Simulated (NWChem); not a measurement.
System: C3H6O3; SMILES C1OCOCO1

Excerpt of the output:

```
             Northwest Computational Chemistry Package (NWChem) 7.3.0
             --------------------------------------------------------

 C3  symmetry detected

                             Geometry "geometry" -> ""
                             -------------------------

 Output coordinates in angstroms (scale by  1.889725989 to convert to a.u.)

  No.       Tag          Charge          X              Y              Z
 ---- ---------------- ---------- -------------- -------------- --------------
    1 C                    6.0000     0.29339198    -1.28652424     0.17337656
    2 O                    8.0000    -0.97597596    -0.90530845    -0.25866444
    3 C                    6.0000    -1.26085866     0.38917721     0.17337656
    4 O                    8.0000    -0.29603213     1.29787420    -0.25866444
    5 C                    6.0000     0.96746668     0.89734702     0.17337656
    6 O                    8.0000     1.27200809    -0.39256575    -0.25866444
    7 H                    1.0000     0.51844238    -2.27020885    -0.25809444
    8 H                    1.0000     0.30763518    -1.34787471     1.28715056
    9 H                    1.0000    -1.32111133     0.40751747     1.28715056
   10 H                    1.0000    -2.22527973     0.68612016    -0.25809444
   11 H                    1.0000     1.01347615     0.94035724     1.28715056
   12 H                    1.0000     1.70683735     1.58408870    -0.25809444

 Effective nuclear repulsion energy (a.u.)     272.4862913048

      Symmetry information
      --------------------

 Group name             C3
 Group number              5
 Group order               3
 No. of unique centers     4

                                Z-matrix (autoz)
                                --------

 Units are Angstrom for bonds and degrees for angles

      Type          Name      I     J     K     L     M      Value
      ----------- --------  ----- ----- ----- ----- ----- ----------
    1 Stretch                  1     2                       1.39402
    2 Stretch                  1     6                       1.39410
    3 Stretch                  1     7                       1.09747
    4 Stretch                  1     8                       1.11555
    5 Stretch                  2     3                       1.39410
    6 Stretch                  3     4                       1.39402
    7 Stretch                  3     9                       1.11555
    8 Stretch                  3    10                       1.09747
    9 Stretch                  4     5                       1.39410
   10 Stretch                  5     6                       1.39402
   11 Stretch                  5    11                       1.11555
   12 Stretch                  5    12                       1.09747
   13 Bend                     1     2     3               110.11800
   14 Bend                     1     6     5               110.11800
   15 Bend                     2     1     6               111.57977
   16 Bend                     2     1     7               108.05871
   17 Bend                     2     1     8               109.63924
   18 Bend                     2     3     4               111.57977
   19 Bend                     2     3     9               109.61607
   20 Bend                     2     3    10               107.99724
   21 Bend                     3     4     5               110.11800
   22 Bend                     4     3     9               109.63924
   23 Bend                     4     3    10               108.05871
   24 Bend                     4     5     6               111.57977
   25 Bend                     4     5    11               109.61607
   26 Bend                     4     5    12               107.99724
   27 Bend                     6     1     7               107.99724
   28 Bend                     6     1     8               109.61607
   29 Bend                     6     5    11               109.63924
   30 Bend                     6     5    12               108.05871
   31 Bend                     7     1     8               109.91406
   32 Bend                     9     3    10               109.91406
   33 Bend                    11     5    12               109.91406
   34 Torsion                  1     2     3     4          56.46143
   35 Torsion                  1     2     3     9         -65.18410
   36 Torsion                  1     2     3    10         175.08144
   37 Torsion                  1     6     5     4         -56.46008
   38 Torsion                  1     6     5    11          65.17203
   39 Torsion                  1     6     5    12        -175.04340
   40 Torsion                  2     1     6     5          56.46143
   41 Torsion                  2     3     4     5         -56.46008
   42 Torsion                  3     2     1     6         -56.46008
   43 Torsion                  3     2     1     7        -175.04340
   44 Torsion                  3     2     1     8          65.17203
   45 Torsion                  3     4     5     6          56.46143
   46 Torsion                  3     4     5    11         -65.18410
   47 Torsion                  3     4     5    12         175.08144
   48 Torsion                  5     4     3     9          65.17203
   49 Torsion                  5     4     3    10        -175.04340
   50 Torsion                  5     6     1     7         175.08144
   51 Torsion                  5     6     1     8         -65.18410

  xc_inp: hfexch multiplicative factor not found.

                           NWChem Geometry Optimization
                           ----------------------------

 maximum gradient threshold         (gmax) =   0.000450
 rms gradient threshold             (grms) =   0.000300
 maximum cartesian step threshold   (xmax) =   0.001800
 rms cartesian step threshold       (xrms) =   0.001200
 fixed trust radius                (trust) =   0.300000
 source of zmatrix                         =   autoz

          -------------------
          Energy Minimization
          -------------------

 Using diagonal initial Hessian
 Scaling for Hessian diagonals: bonds = 1.00  angles = 0.25  torsions = 0.10

          --------
          Step   0

                                 NWChem DFT Module
                                 -----------------

 Summary of "ao basis" -> "ao basis" (spherical)
 ------------------------------------------------------------------------------
       Tag                 Description            Shells   Functions and Types
 ---------------- ------------------------------  ------  ---------------------
 C                           6-31g*                  6       14   3s2p1d
 O                           6-31g*                  6       14   3s2p1d
 H                           6-31g*                  2        2   2s

      Symmetry analysis of basis
      --------------------------

        a          32
        e+         32
        e-         32

  Rotation of axis

[...]

      ----------------------
      Optimization converged
      ----------------------

  Step       Energy      Delta E   Gmax     Grms     Xrms     Xmax
  ---- ---------------- -------- -------- -------- -------- --------
@    6    -341.65417583 -4.0D-07  0.00001  0.00000  0.00040  0.00111
                                     ok       ok       ok       ok

                                Z-matrix (autoz)
                                --------

 Units are Angstrom for bonds and degrees for angles

      Type          Name      I     J     K     L     M      Value     Gradient
      ----------- --------  ----- ----- ----- ----- ----- ---------- ----------
    1 Stretch                  1     2                       1.38725    0.00001
    2 Stretch                  1     6                       1.38724    0.00000
    3 Stretch                  1     7                       1.07583    0.00000
    4 Stretch                  1     8                       1.09080    0.00000
    5 Stretch                  2     3                       1.38724    0.00000
    6 Stretch                  3     4                       1.38725    0.00001
    7 Stretch                  3     9                       1.09080    0.00000
    8 Stretch                  3    10                       1.07583    0.00000
    9 Stretch                  4     5                       1.38724    0.00000
   10 Stretch                  5     6                       1.38725    0.00001
   11 Stretch                  5    11                       1.09080    0.00000
   12 Stretch                  5    12                       1.07583    0.00000
   13 Bend                     1     2     3               111.64901   -0.00000
   14 Bend                     1     6     5               111.64901   -0.00000
   15 Bend                     2     1     6               111.15730    0.00000
   16 Bend                     2     1     7               107.96135    0.00000
   17 Bend                     2     1     8               109.71495   -0.00000
   18 Bend                     2     3     4               111.15730    0.00000
   19 Bend                     2     3     9               109.71618   -0.00000
   20 Bend                     2     3    10               107.96232    0.00000
   21 Bend                     3     4     5               111.64901   -0.00000
   22 Bend                     4     3     9               109.71495   -0.00000
   23 Bend                     4     3    10               107.96135    0.00000
   24 Bend                     4     5     6               111.15730    0.00000
   25 Bend                     4     5    11               109.71618   -0.00000
   26 Bend                     4     5    12               107.96232    0.00000
   27 Bend                     6     1     7               107.96232    0.00000
   28 Bend                     6     1     8               109.71618   -0.00000
   29 Bend                     6     5    11               109.71495   -0.00000
   30 Bend                     6     5    12               107.96135    0.00000
   31 Bend                     7     1     8               110.29754    0.00000
   32 Bend                     9     3    10               110.29754    0.00000
   33 Bend                    11     5    12               110.29754    0.00000
   34 Torsion                  1     2     3     4          54.92696    0.00000
   35 Torsion                  1     2     3     9         -66.60308    0.00000
   36 Torsion                  1     2     3    10         173.16106    0.00000
   37 Torsion                  1     6     5     4         -54.92719   -0.00000
   38 Torsion                  1     6     5    11          66.60358   -0.00000
   39 Torsion                  1     6     5    12        -173.16187   -0.00000
   40 Torsion                  2     1     6     5          54.92696    0.00000
   41 Torsion                  2     3     4     5         -54.92719   -0.00000
   42 Torsion                  3     2     1     6         -54.92719   -0.00000
   43 Torsion                  3     2     1     7        -173.16187   -0.00000
   44 Torsion                  3     2     1     8          66.60358   -0.00000
   45 Torsion                  3     4     5     6          54.92696    0.00000
   46 Torsion                  3     4     5    11         -66.60308    0.00000
   47 Torsion                  3     4     5    12         173.16106    0.00000
   48 Torsion                  5     4     3     9          66.60358   -0.00000
   49 Torsion                  5     4     3    10        -173.16187   -0.00000
   50 Torsion                  5     6     1     7         173.16106    0.00000
   51 Torsion                  5     6     1     8         -66.60308    0.00000

[...]

 Rotational Constants
 --------------------
 A=   0.180464 cm-1  (  0.259642 K)
 B=   0.180464 cm-1  (  0.259642 K)
 C=   0.099720 cm-1  (  0.143471 K)

 Temperature                      =   298.15K
 frequency scaling parameter      =   1.0000

 Zero-Point correction to Energy  =   68.154 kcal/mol  (  0.108611 au)
 Thermal correction to Energy     =   71.003 kcal/mol  (  0.113150 au)
 Thermal correction to Enthalpy   =   71.595 kcal/mol  (  0.114094 au)

 Total Entropy                    =   68.175 cal/mol-K
   - Translational                =   39.387 cal/mol-K (mol. weight =  90.0317)
   - Rotational                   =   23.517 cal/mol-K (symmetry #  =        3)
   - Vibrational                  =    5.271 cal/mol-K

 Cv (constant volume heat capacity) =   15.819 cal/mol-K
   - Translational                  =    2.979 cal/mol-K
   - Rotational                     =    2.979 cal/mol-K
   - Vibrational                    =    9.860 cal/mol-K

[normal modes left out]

 ----------------------------------------------------------------------------
 Normal Eigenvalue ||           Projected Infra Red Intensities
  Mode   [cm**-1]  || [atomic units] [(debye/angs)**2] [(KM/mol)] [arbitrary]
 ------ ---------- || -------------- ----------------- ---------- -----------
    1       -0.000 ||    0.000017           0.000         0.016       0.004
    2       -0.000 ||    0.001132           0.026         1.104       0.251
    3       -0.000 ||    0.000006           0.000         0.006       0.001
    4       -0.000 ||    0.001805           0.042         1.759       0.400
    5        0.000 ||    0.000004           0.000         0.004       0.001
    6        0.000 ||    0.001413           0.033         1.378       0.313
    7      293.969 ||    0.000404           0.009         0.394       0.090
    8      293.970 ||    0.000404           0.009         0.394       0.090
    9      466.520 ||    0.026886           0.620        26.210       5.953
   10      580.465 ||    0.010482           0.242        10.218       2.321
   11      580.467 ||    0.010482           0.242        10.218       2.321
   12      845.108 ||    0.001094           0.025         1.067       0.242
   13     1073.714 ||    0.034015           0.785        33.159       7.531
   14     1073.715 ||    0.034013           0.785        33.157       7.531
   15     1088.787 ||    0.103293           2.383       100.695      22.870
   16     1174.158 ||    0.000000           0.000         0.000       0.000
   17     1203.414 ||    0.051600           1.190        50.303      11.425
   18     1203.414 ||    0.051602           1.191        50.305      11.425
   19     1354.004 ||    0.344777           7.954       336.106      76.336
   20     1354.005 ||    0.344777           7.954       336.106      76.336
   21     1376.513 ||    0.042841           0.988        41.764       9.485
   22     1386.222 ||    0.000000           0.000         0.000       0.000
   23     1468.212 ||    0.005135           0.118         5.006       1.137
   24     1468.212 ||    0.005135           0.118         5.006       1.137
   25     1548.278 ||    0.000000           0.000         0.000       0.000
   26     1612.202 ||    0.072077           1.663        70.264      15.958
   27     1612.204 ||    0.072076           1.663        70.264      15.958
   28     1678.992 ||    0.000003           0.000         0.003       0.001
   29     1678.992 ||    0.000003           0.000         0.003       0.001
   30     1700.545 ||    0.001090           0.025         1.062       0.241
   31     3158.624 ||    0.027224           0.628        26.540       6.028
   32     3158.625 ||    0.027223           0.628        26.539       6.027
   33     3181.941 ||    0.224103           5.170       218.466      49.618
   34     3358.895 ||    0.055047           1.270        53.662      12.188
   35     3358.895 ||    0.055046           1.270        53.662      12.188
   36     3364.250 ||    0.020759           0.479        20.237       4.596
 ----------------------------------------------------------------------------
```

Level: Hartree-Fock/6-31G* (spherical d). 

Write an input that gives this output.

Several could match; the one computed here: the input that was run:
```
start job
memory heap 200 mb stack 900 mb global 1100 mb
geometry units angstroms
  C      0.894740    -0.969878     0.169064
  O     -0.395987    -1.270947    -0.262977
  C     -1.287309    -0.289929     0.169064
  O     -0.902679     0.978409    -0.262977
  C      0.392569     1.259807     0.169064
  O      1.298666     0.292538    -0.262977
  H      1.579490    -1.711094    -0.262407
  H      0.937626    -1.016003     1.282838
  H     -1.348698    -0.304007     1.282838
  H     -2.271596    -0.512331    -0.262407
  H      0.411071     1.320010     1.282838
  H      0.692106     2.223425    -0.262407
end
basis spherical
  * library 6-31g*
end
dft
  xc hfexch
  iterations 150
end
driver
  maxiter 120
end
task dft optimize
task dft freq
```
